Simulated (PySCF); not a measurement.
PySCF job for Ge(H)3(SeH) (GeH4Se), SMILES [GeH3][SeH], B3LYP/pcSseg-2. Coordinates come from a B3LYP-D3(BJ)/def2-TZVP optimisation.

```python
import numpy as np
from pyscf import gto, scf, dft
from pyscf.prop.nmr import rks as nmr

mol = gto.M(
    atom='''
    Ge   -0.00197721   -1.16986412   -0.00000000
    Se    0.04229584    1.20860423    0.00000000
    H    -0.71176794   -1.69316991   -1.25865922
    H     1.47419884   -1.58916056   -0.00000000
    H    -0.71176793   -1.69316990    1.25865923
    H    -1.42545078    1.31860836   -0.00000000
    ''',
    basis='pcSseg-2',
    charge=0,
    spin=0,
    max_memory=1600,
    verbose=3,
)
mf = dft.RKS(mol, xc='b3lyp').density_fit(auxbasis='def2-universal-jkfit')
mf.grids.level = 3
mf.conv_tol = 1e-10
mf.max_cycle = 100
mf.kernel()
n = nmr.NMR(mf)
n.verbose = 2
n.max_cycle_cphf = 60
sigma = n.kernel()
print('atom   isotropic/ppm   span/ppm')
for i, s in enumerate(sigma):
    w = np.linalg.eigvalsh((s + s.T) / 2)
    print(f'{mol.atom_symbol(i):2s}{i + 1:3d} {w.mean():14.3f} {w[2] - w[0]:11.3f}')
```

Program output:

```
converged SCF energy = -4481.15874902156
atom   isotropic/ppm   span/ppm
Ge  1       1478.032     238.095
Se  2       2143.858     607.683
H   3         26.568      18.715
H   4         26.906      17.490
H   5         26.568      18.715
H   6         31.237      24.549
```

The calculation finished and met its thresholds.
